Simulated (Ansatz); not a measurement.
Ansatz results at the PBE0-D4/def2-TZVP geometry: LUMO energy (PBE/def2-TZVPP) -3.26 eV; HOMO–LUMO gap (ωB97M-V/def2-TZVPP) 12.10 eV; size of the dipole moment (B3LYP/def2-TZVPP) 3.58 D.

Each molecule was computed in one conformer, which needn't be the lowest.

**Question.** Which molecule gave them?
A. `[F][SnH]([Cl])[O]C(F)(F)F`
B. `N#[C][SnH]([C]#N)[C]#N`
C. `[F][SnH2][I]`
D. `[F][SnH]([F])[F]`

**Answer.** A. The others give `[F][SnH]([F])[F]`: -3.15, 13.32, 3.32; `N#[C][SnH]([C]#N)[C]#N`: -2.87, 12.86, 3.95; `[F][SnH2][I]`: -2.53, 10.21, 2.57.

B3LYP here is the variant with VWN-RPA as its local correlation; programs differ in this.
